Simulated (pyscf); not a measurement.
## `[CH3][O][SiH3]`, singlet

Gas-phase minimum from PySCF at ωB97X-D3(BJ)/def2-SVP, one conformer. H₃C–O–SiH₃ lies 23.7 kcal/mol over its isomer H₃C–SiH₂–OH, and others may lie lower still (electronic energy, ωB97M-D3(BJ)). 

```
O
C 1 1.4074
H 2 1.1009 1 108.76
H 2 1.1066 3 108.11 1 121.59
H 2 1.1066 3 108.10 4 116.82
Si 1 1.6643 2 122.78 3 -179.77
H 6 1.4848 1 107.00 2 179.88
H 6 1.4956 7 110.13 1 -120.47
H 6 1.4956 7 110.14 8 -119.07
```

Properties at ωB97X-D3(BJ)/def2-SVP:

```
Item                                                                                                                                                                                                                                      Result
---------------------------------------------------------------------------------------------------------------------  -------------------------------------------------------------------------------------------------------------------------
Harmonic wavenumbers, unscaled                                                                                         111, 135, 221, 728, 740, 791, 953, 973, 1004, 1179, 1188, 1231, 1485, 1489, 1490, 2231, 2242, 2297, 3021, 3096, 3153 cm⁻¹
Zero-point energy                                                                                                                                                                                                                  42.5 kcal/mol
Rotational symmetry number                                                                                                                                                                                                                     1
Entropy of this conformer at 298 K and 1 atm, rigid rotor and harmonic oscillator, modes under 100 cm⁻¹ raised to 100                                                                                                            296.7 J/(mol K)
Dipole moment                                                                                                                                                                                                                             1.15 D
```

Single-point totals, which compare only within one level (frozen core for MP2 and CC):

```
level                   total energy (hartree)
----------------------  ----------------------
ωB97X-D3(BJ)/def2-TZVP              -406.57147
PBE/def2-TZVP                       -406.20658
r²SCAN/def2-TZVP                    -406.41155
B3LYP-D3(BJ)/def2-TZVP              -406.54459
PBE0-D3(BJ)/def2-TZVP               -406.25075
M06-2X/def2-TZVP                    -406.42947
ωB97M-D3(BJ)/def2-TZVP              -406.57001
HF/def2-TZVPP                       -405.24109
MP2/def2-TZVPP                      -405.78566
CCSD/def2-TZVPP                     -405.82260
CCSD(T)/def2-TZVPP                  -405.84211
```

Soft torsions are taken as harmonic, which can shift the entropy by several J/(mol K). The CCSD(T) − MP2 part came from Ansatz, without density fitting, on the same reference.
